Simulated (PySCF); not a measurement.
# Badger's rule along the third period: bonds to I

PBE0 in PySCF with def2-TZVPP on every atom (core potentials on I), for the lowest determinant that a PBE0 search found; no spin–orbit coupling. Badger's rule says that Re = d + c·k^(−1/3) for bonds between atoms of fixed rows.

| molecule | state (unpaired electrons) | Re (Å) | k (mdyn/Å) |
| --- | --- | --- | --- |
| ICl | singlet (closed shell) | 2.312 | 2.60 |
| PI | triplet (π ↑↑) | 2.370 | ? |
| SiI | doublet (π ↑) | 2.443 | ? |
| AlI | singlet (closed shell) | 2.552 | ? |
| NaI | singlet (closed shell) | 2.714 | 0.750 |

Q: Fix c and d from ICl and NaI.

A: c = (2.714 − 2.312)/(0.75^(−1/3) − 2.6^(−1/3)) = 1.077, d = 2.312 − c·2.6^(−1/3) = 1.529 Å.

Q: Predict k of the others and set the computed values beside them.

A: 

```
molecule  k by the rule  k computed  difference (%)
      PI           2.10        2.13              -2
     SiI           1.63        1.78              -8
     AlI           1.17        1.29              -9
```

The rule misses by 6 % on average, well for two fitted constants.

Spin–orbit coupling is left out. States were picked by a PBE0 search and need not be the measured ground states.
